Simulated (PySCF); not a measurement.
Species: CH6N2O2Si2.
SMILES: `O=C(O)[SiH]1N[SiH2]N1`

Torsions of this conformer, `[O:1]=[C:2]([OH:3])[SiH:4]1[NH:5][SiH2:6][NH:7]1`: O1–C2–Si4–N5 136°, H–O3–C2–O1 0°.

The closed-shell ground state was solved at several levels (PySCF, density fitting, gas phase, non-relativistic). Isolated species at its PBE0-D3(BJ)/def2-SVP geometry (one conformer only).

```tsv
level	basis functions	HOMO (eV)	LUMO (eV)	gap (eV)	dipole (D)
PBE0/pcSseg-1	163	-7.27	-1.07	6.20	1.81
CAM-B3LYP/def2-SVPD	202	-8.75	-0.15	8.60	1.90
```

Question: Estimate the row for KT2/pcSseg-2, a basis of 350 functions; the other rows only guide the guess.

Answer: HOMO -6.07 eV, LUMO -2.27 eV, gap 3.80 eV, dipole 1.81 D.

Question: Over all these levels, which gives the widest orbital gap and which the narrowest?

Answer: CAM-B3LYP/def2-SVPD (range-separated hybrid) has the widest, 8.60 eV, and KT2/pcSseg-2 (GGA) the narrowest, 3.80 eV. Functional and basis both differ between the two, so the spread mixes both effects.

Question: How far do the dipole and the HOMO energy spread over the levels?

Answer: The dipole runs from 1.81 to 1.90 D (mean 1.84 D) and the HOMO from -8.75 to -6.07 eV.
